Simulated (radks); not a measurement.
Results of a calculation; reference values are marked as such.
Charge is removed step by step from the 1s1/2 level of neutral gallium, starting from [Ar] 3d10 4s2 4p1. Code: a radial shooting solver on a logarithmic mesh with Libxc functionals. Model: Dirac Kohn-Sham, PBE, spin-unpolarised, spherical densities, finite nucleus; open shells fill j = l - 1/2 first; Fermi nuclear charge, rms radius 3.9973 fm.

removed (e)  E - E(0) (eV)  eigenvalue (eV)  E minus straight line (eV)
0                    0.000         -10226.9                       0.000
0.1                 1024.6         -10264.5                     -16.894
0.2                 2052.9         -10302.2                     -30.022
0.3                 3085.0         -10339.8                     -39.387
0.4                 4120.9         -10377.4                     -44.991
0.5                 5160.5         -10414.9                     -46.838
0.6                 6203.8         -10452.4                     -44.934
0.7                 7251.0         -10489.8                     -39.287
0.8                 8301.8         -10527.1                     -29.907
0.9                 9356.4         -10564.2                     -16.806
1                  10414.6         -10601.2                       0.000

Removing the whole electron costs 10414.6 eV by Delta-SCF, against 10226.9 eV from minus the eigenvalue at the starting occupation. Slater's transition state (half an electron removed) gives 10414.9 eV. Integrating minus the eigenvalue over the occupation (Janak's theorem) gives 10414.6 eV. The mean slope of the eigenvalue, de/dn, is 374 eV per electron.
